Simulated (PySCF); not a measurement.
# NaGa: a base run and its variants

Base input, run as `python input.py` with PySCF 2.14:

```python
from pyscf import gto, dft, tdscf

mol = gto.M(
    atom='Na 0 0 0; Ga 0 0 2.78',
    basis='6-31g',
    charge=0,
    spin=0,
    verbose=4,
)
mf = dft.RKS(mol, xc='pbe0')
mf.kernel()
td = tdscf.TDDFT(mf)
td.nstates = 3
td.kernel()
td.analyze()
mf.dip_moment()
print('orbital energies (hartree):', mf.mo_energy[..., max(0, mol.nelec[1]-3):mol.nelec[0]+3].round(4))
```

Base result: E(SCF) = -2086.390177 Eh, 8 cycles, μz(SCF) = -2.08 D, first singlet excitations without spin–orbit coupling 0.63, 0.63, 2.49 eV. Stability towards an unrestricted solution was not tested. The bond length is a typed value, not an optimised one.

Wall time 12 s on one thread of a shared host.

Each row names what differs from the base; energies in brackets are changes from the base.

| change | result |
| --- | --- |
| DIIS space: default → 20 | E(SCF) = -2086.390177 Eh (+0.0000 eV), 8 cycles, μz(SCF) = -2.08 D, first singlet excitations without spin–orbit coupling 0.63, 0.63, 2.49 eV |
| basis set: 6-31g → cc-pvdz | E(SCF) = -2086.718392 Eh (-8.9312 eV), 7 cycles, μz(SCF) = -2.10 D, first singlet excitations without spin–orbit coupling 0.60, 0.60, 2.48 eV |
| PCM solvent, dielectric constant: none → 78.36; step after the SCF: tddft → analyze | E(SCF) = -2086.396838 Eh (-0.1812 eV), 9 cycles, μz(SCF) = -6.01 D |
| functional: pbe0 → hcth407 | E(SCF) = -2087.774657 Eh, 9 cycles, μz(SCF) = -1.48 D, first singlet excitations without spin–orbit coupling 2.51, 2.78, 2.78 eV |
| integration grid: default → 6 | E(SCF) = -2086.390180 Eh (-0.0001 eV), 8 cycles, μz(SCF) = -2.08 D, first singlet excitations without spin–orbit coupling 0.63, 0.63, 2.49 eV |
| functional: pbe0 → pw91 | E(SCF) = -2086.865091 Eh, 8 cycles, μz(SCF) = -1.48 D, first singlet excitations without spin–orbit coupling 2.53, 2.84, 2.84 eV |
| integration grid: default → 4 | E(SCF) = -2086.390180 Eh (-0.0001 eV), 8 cycles, μz(SCF) = -2.08 D, first singlet excitations without spin–orbit coupling 0.63, 0.63, 2.49 eV |
| geometry: bond 2.78 → bond 3.114 | E(SCF) = -2086.394557 Eh (-0.1192 eV), 7 cycles, μz(SCF) = -1.93 D, first singlet excitations without spin–orbit coupling 0.69, 0.69, 2.39 eV |
| step after the SCF: tddft → tda; number of roots: 3 → 5 | E(SCF) = -2086.390177 Eh (+0.0000 eV), 8 cycles, μz(SCF) = -2.08 D, first singlet excitations without spin–orbit coupling 0.68, 0.68, 2.78, 2.93, 2.93 eV |
| geometry: bond 2.78 → bond 2.697 | E(SCF) = -2086.387129 Eh (+0.0830 eV), 8 cycles, μz(SCF) = -2.09 D, first singlet excitations without spin–orbit coupling 0.60, 0.60, 2.50 eV |
| step after the SCF: tddft → optimize | E(SCF) = -2086.390177 Eh (+0.0000 eV), 8 cycles, all at the start geometry; optimised bond 3.108 Å with E = -2086.394558 Eh after 6 steps |

Problem. Order these changes by how far they move the SCF energy from the base, largest first: (1) PCM solvent, dielectric constant: none → 78.36; step after the SCF: tddft → analyze; (2) geometry: bond 2.78 → bond 2.697; (3) geometry: bond 2.78 → bond 3.114; (4) integration grid: default → 4.

Solution. (1) -0.1812 eV, (3) -0.1192 eV, (2) +0.0830 eV, (4) -0.0001 eV.
